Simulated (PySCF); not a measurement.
Ga(H)(SeH)2 (GaH₃Se₂), SMILES [SeH][GaH][SeH]. Atoms are numbered in the order given.

```xyz
6

Ga     0.0000     0.0000    -0.7933
H      0.0000     0.0000    -2.3630
Se     0.0000    -2.0454     0.3469
H      0.0000    -1.3984     1.6838
Se     0.0000     2.0454     0.3469
H      0.0000     1.3984     1.6838
```

Geometry: PBE-D3(BJ)/def2-SVP. The structure was generated by enumeration; whether it is a known compound was not checked. Other conformers were not sampled.

Method: PBE-D3(BJ)/def2-SVP (PySCF).

Frequencies are harmonic and unscaled.

Computed vibrational spectrum:
```json
[
 {"mode": "1", "ν (cm⁻¹)": "83", "IR (km/mol)": "2.7", "moving atoms (share of kinetic energy)": "Se 64 %, Ga 31 %"},
 {"mode": "2", "ν (cm⁻¹)": "216", "IR (km/mol)": "19.4", "moving atoms (share of kinetic energy)": "H 87 %"},
 {"mode": "3", "ν (cm⁻¹)": "218", "IR (km/mol)": "0.0", "moving atoms (share of kinetic energy)": "H 99 %"},
 {"mode": "4", "ν (cm⁻¹)": "243", "IR (km/mol)": "6.0", "moving atoms (share of kinetic energy)": "Se 65 %, Ga 35 %"},
 {"mode": "5", "ν (cm⁻¹)": "316", "IR (km/mol)": "31.2", "moving atoms (share of kinetic energy)": "Ga 62 %, Se 36 %"},
 {"mode": "6", "ν (cm⁻¹)": "452", "IR (km/mol)": "7.0", "moving atoms (share of kinetic energy)": "H 97 %"},
 {"mode": "7", "ν (cm⁻¹)": "482", "IR (km/mol)": "53.3", "moving atoms (share of kinetic energy)": "H 99 %"},
 {"mode": "8", "ν (cm⁻¹)": "618", "IR (km/mol)": "0.1", "moving atoms (share of kinetic energy)": "H 96 %"},
 {"mode": "9", "ν (cm⁻¹)": "653", "IR (km/mol)": "48.4", "moving atoms (share of kinetic energy)": "H 98 %"},
 {"mode": "10", "ν (cm⁻¹)": "1940", "IR (km/mol)": "127.5", "moving atoms (share of kinetic energy)": "H 99 %"},
 {"mode": "11", "ν (cm⁻¹)": "2360", "IR (km/mol)": "7.8", "moving atoms (share of kinetic energy)": "H 99 %"},
 {"mode": "12", "ν (cm⁻¹)": "2361", "IR (km/mol)": "16.4", "moving atoms (share of kinetic energy)": "H 99 %"}
]
```
